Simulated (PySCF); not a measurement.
**How methods differ on the ionisation energy of Hf(58+)**

Hf(58+) [Ne] 3s2 3p2 [3p1/2^2, M_J = 0] → Hf(59+) [Ne] 3s2 3p1 [3p1/2^1, M_J = 1/2], as a difference of total energies. Computed with PySCF 2.14 in an even-tempered Gaussian basis (18 s from 18 bohr⁻², ratio 2.4; 14 p from 23 bohr⁻², ratio 2.4; 4 d from 77 bohr⁻², ratio 2.6; 4 f from 120 bohr⁻², ratio 2.6), with the two-component X2C-1e Hamiltonian. Correlated levels: 1s2 frozen; the 54 highest virtual spinors dropped. "Screened" scales the spin-orbit matrix elements by Boettger's factors to mimic the two-electron term; Breit and QED terms are absent.

```
                    method  ionisation energy (eV)
           GHF (spin-free)                  5943.6
          GMP2 (spin-free)                  5944.4
 GHF (screened spin-orbit)                  6154.7
GMP2 (screened spin-orbit)                  6156.6
```

Breit and QED terms and the two-electron picture change are absent.

The spin-free rows relax to the high-spin LS determinant and lack the spin-orbit shift.

The labels give the starting determinants; with spin-orbit coupling the two ends relaxed to ⟨J²⟩ = 0.00, ⟨L²⟩ = 1.35, ⟨S²⟩ = 1.35 and ⟨J²⟩ = 0.75, ⟨L²⟩ = 2.02, ⟨S²⟩ = 0.77.

For comparison: 6149 ± 6 eV (theoretical estimate listed by NIST; NIST Atomic Spectra Database, ionization energies).
